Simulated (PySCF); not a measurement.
NiCl2: Ni(II) (d8), charge 0. The structure is a PBE0-D3(BJ)/def2-TZVP geometry optimised for multiplicity 3; coordination linear, point group D∞h, metal–donor distances 2.06 Å.

Method (PySCF 2.14, density fitting): CASSCF(8,5) with orbitals averaged over all microstates of the shell, strongly contracted NEVPT2 on the averaged canonical orbitals; basis x2c-TZVPall on the metal, x2c-SVPall elsewhere; spin-free X2C; gas phase; spin-orbit coupling by state interaction with the mean-field operator over all roots.

CASSCF energies above the lowest CASSCF root:

```json
{"state": "3Σg-", "CASSCF / cm⁻¹": "0"}
{"state": "3Πg", "CASSCF / cm⁻¹": "364"}
{"state": "3Δg", "CASSCF / cm⁻¹": "1368"}
{"state": "3Φg", "CASSCF / cm⁻¹": "1929"}
{"state": "1Δg", "CASSCF / cm⁻¹": "15586"}
{"state": "1Σg+", "CASSCF / cm⁻¹": "16380"}
{"state": "1Πg", "CASSCF / cm⁻¹": "16492"}
{"state": "3Πg", "CASSCF / cm⁻¹": "18257"}
{"state": "1Σg+", "CASSCF / cm⁻¹": "22518"}
{"state": "1Πg", "CASSCF / cm⁻¹": "22704"}
{"state": "3Σg-", "CASSCF / cm⁻¹": "23187"}
{"state": "1Δg", "CASSCF / cm⁻¹": "23983"}
{"state": "1Φg", "CASSCF / cm⁻¹": "26470"}
{"state": "1Γg", "CASSCF / cm⁻¹": "29853"}
{"state": "1Σg+", "CASSCF / cm⁻¹": "61064"}
```

Task: How does dynamic correlation (SC-NEVPT2) move these states?

Result: 
```
state  NEVPT2 / cm⁻¹  shift / cm⁻¹
 3Σg-              0             0
  3Πg            953          +589
  3Δg           3263         +1894
  3Φg           3726         +1797
  1Δg          14084         -1503
 1Σg+          15184         -1196
  1Πg          15222         -1269
  3Πg          15987         -2270
 1Σg+          20383         -2135
  1Πg          20814         -1890
 3Σg-          23574          +387
  1Δg          22491         -1492
  1Φg          25938          -533
  1Γg          31649         +1796
 1Σg+          53731         -7333
```
